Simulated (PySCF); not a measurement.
Isomers of C5H12O2Si.

All values: CAM-B3LYP/def2-SVPD (PySCF) at PBE0-D3(BJ)/def2-SVP geometries, gas phase, one conformer each. Core orbitals are frozen in the response; Δα² is half the sum of the squared differences of the principal polarisabilities.

Question: Rank by dipole moment, lowest first.
A. `[CH3:1][CH2:2][CH2:3][CH2:4][C:5](=[O:6])[O:7][SiH3:8]` with C1–C2–C3–C4 180°, C2–C3–C4–C5 178°, C3–C4–C5–O6 -7°, C4–C5–O7–Si8 178°
B. `[CH3:1][CH2:2][O:3][Si@H:4]1[CH2:5][CH2:6][CH2:7][O:8]1` with C1–C2–O3–Si4 -161°, C2–O3–Si4–C5 179°, O3–Si4–C5–C6 93°, Si4–C5–C6–C7 37°, C5–C6–C7–O8 -38°, C6–C7–O8–Si4 19°
C. `[CH3:1][CH:2]([CH3:3])[CH2:4][C:5](=[O:6])[O:7][SiH3:8]` with C1–C2–C4–C5 168°, C2–C4–C5–O6 -15°, C4–C5–O7–Si8 178°

Answer: B (0.81 D), C (1.45 D), A (1.65 D).

Question: Rank by polarisability anisotropy Δα, lowest first.
A. `[CH3:1][CH:2]([CH3:3])[CH2:4][C:5](=[O:6])[O:7][SiH3:8]` with C1–C2–C4–C5 168°, C2–C4–C5–O6 -15°, C4–C5–O7–Si8 178°
B. `[CH3:1][CH2:2][CH2:3][SiH:4]1[O:5][CH2:6][CH2:7][O:8]1` with C1–C2–C3–Si4 -66°, C2–C3–Si4–O5 73°, C3–Si4–O5–C6 132°, Si4–O5–C6–C7 -28°, O5–C6–C7–O8 35°, C6–C7–O8–Si4 -26°
C. `[CH3:1][CH2:2][CH2:3][CH2:4][C:5](=[O:6])[O:7][SiH3:8]` with C1–C2–C3–C4 180°, C2–C3–C4–C5 178°, C3–C4–C5–O6 -7°, C4–C5–O7–Si8 178°

Answer: B (3.11 Å³), A (4.09 Å³), C (5.11 Å³).

All values together:

```tsv
SMILES	μ (D)	HOMO (eV)	LUMO (eV)	α (Å³)	Δα (Å³)	ΔSCF removal energy (eV)
CCO[Si@H]1CCCO1	0.81	-9.27	1.31	13.29	3.23	9.99
CC(C)CC(=O)O[SiH3]	1.45	-9.75	0.90	13.86	4.09	10.49
CCC[SiH]1OCCO1	0.78	-9.19	1.31	13.11	3.11	9.91
CCCCC(=O)O[SiH3]	1.65	-9.76	0.93	13.96	5.11	10.53
```

Conformers: `[CH3:1][CH2:2][O:3][Si@H:4]1[CH2:5][CH2:6][CH2:7][O:8]1` with C1–C2–O3–Si4 -161°, C2–O3–Si4–C5 179°, O3–Si4–C5–C6 93°, Si4–C5–C6–C7 37°, C5–C6–C7–O8 -38°, C6–C7–O8–Si4 19°; `[CH3:1][CH:2]([CH3:3])[CH2:4][C:5](=[O:6])[O:7][SiH3:8]` with C1–C2–C4–C5 168°, C2–C4–C5–O6 -15°, C4–C5–O7–Si8 178°; `[CH3:1][CH2:2][CH2:3][SiH:4]1[O:5][CH2:6][CH2:7][O:8]1` with C1–C2–C3–Si4 -66°, C2–C3–Si4–O5 73°, C3–Si4–O5–C6 132°, Si4–O5–C6–C7 -28°, O5–C6–C7–O8 35°, C6–C7–O8–Si4 -26°; `[CH3:1][CH2:2][CH2:3][CH2:4][C:5](=[O:6])[O:7][SiH3:8]` with C1–C2–C3–C4 180°, C2–C3–C4–C5 178°, C3–C4–C5–O6 -7°, C4–C5–O7–Si8 178°.
